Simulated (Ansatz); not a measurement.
`[AlH2][B]([SiH3])O[SiH3]` + `[NH2][AlH2]` → `[AlH2][NH][SiH3]` + `[AlH2][BH]O[SiH3]`  (cleavage of the Si–B bond)

Program: Ansatz. Geometries: PBE0-D4/def2-TZVP. ΔE: electronic, gas phase. CCSD(T)/CBS adds triple-zeta CCSD(T) − MP2 to the extrapolated MP2 energy (def2 sets, frozen cores). This one scheme is used for every species. DFT in def2-TZVPP. B3LYP here is the variant with VWN-RPA as its local correlation; programs differ in this. HSE06 is defined as in plane-wave codes. One conformer a species, not always the lowest.

```json
{"level": "PBE-D4", "ΔE (kJ/mol)": "-41.2", "difference from CCSD(T)/CBS": "25.3"}
{"level": "HSE06-D4", "ΔE (kJ/mol)": "-50.8", "difference from CCSD(T)/CBS": "15.7"}
{"level": "BHLYP-D4", "ΔE (kJ/mol)": "-76.1", "difference from CCSD(T)/CBS": "-9.6"}
{"level": "ωB97X-V", "ΔE (kJ/mol)": "-65.4", "difference from CCSD(T)/CBS": "1.1"}
{"level": "B2PLYP", "ΔE (kJ/mol)": "-73.7", "difference from CCSD(T)/CBS": "-7.2"}
{"level": "r2SCAN", "ΔE (kJ/mol)": "-57.0", "difference from CCSD(T)/CBS": "9.5"}
{"level": "B3LYP", "ΔE (kJ/mol)": "-71.2", "difference from CCSD(T)/CBS": "-4.7"}
{"level": "r2SCAN0", "ΔE (kJ/mol)": "-62.9", "difference from CCSD(T)/CBS": "3.6"}
{"level": "HSE06", "ΔE (kJ/mol)": "-53.9", "difference from CCSD(T)/CBS": "12.6"}
{"level": "CAM-B3LYP", "ΔE (kJ/mol)": "-74.9", "difference from CCSD(T)/CBS": "-8.4"}
{"level": "CCSD/def2-SVP", "ΔE (kJ/mol)": "-73.8", "difference from CCSD(T)/CBS": "-7.3"}
{"level": "HF/def2-TZVPP", "ΔE (kJ/mol)": "-100.9", "difference from CCSD(T)/CBS": "-34.4"}
{"level": "MP2/def2-TZVPP", "ΔE (kJ/mol)": "-75.4", "difference from CCSD(T)/CBS": "-8.9"}
{"level": "CCSD/def2-TZVPP", "ΔE (kJ/mol)": "-72.7", "difference from CCSD(T)/CBS": "-6.2"}
{"level": "HF/def2-QZVPP", "ΔE (kJ/mol)": "-102.2", "difference from CCSD(T)/CBS": "-35.7"}
{"level": "MP2/CBS(def2)", "ΔE (kJ/mol)": "-74.4", "difference from CCSD(T)/CBS": "-7.9"}
{"level": "CCSD(T)/CBS", "ΔE (kJ/mol)": "-66.5", "difference from CCSD(T)/CBS": "0"}
```

Largest T1 diagnostic among the species: 0.014.

From BLYP to BHLYP (50 % exact exchange), in def2-TZVPP and without D4, ΔE moves by −16.2 kJ/mol. In def2-TZVPP, CCSD(T) changes the Hartree–Fock value by +33.4 kJ/mol (the triples alone add +5.2 kJ/mol) and MP2 by +25.5 kJ/mol.
